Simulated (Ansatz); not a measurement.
The cluster SnBi2. Total charge 0; singlet. Geometry relaxed at PBE0-D4/def2-SVP.

```xyz
3

Bi    1.445    0.691    0.381
Bi   -1.327    0.396    0.890
Sn   -0.118   -1.087   -1.271
```

In the def2 sets Bi, Sn take a core potential; there is no spin–orbit coupling. The structure comes from a short search, and lower isomers may exist.

Task: Estimate the harmonic wavenumbers at RKS PBE0-D4/def2-SVP (Ansatz, unscaled). Is this a minimum?

Result: 129, 143, 192 cm⁻¹. Yes, no mode is imaginary beyond noise. Zero-point energy 2.8 kJ/mol. Hardware: 4 threads of Arm Neoverse V2 on a shared host. Wall time 14 s.
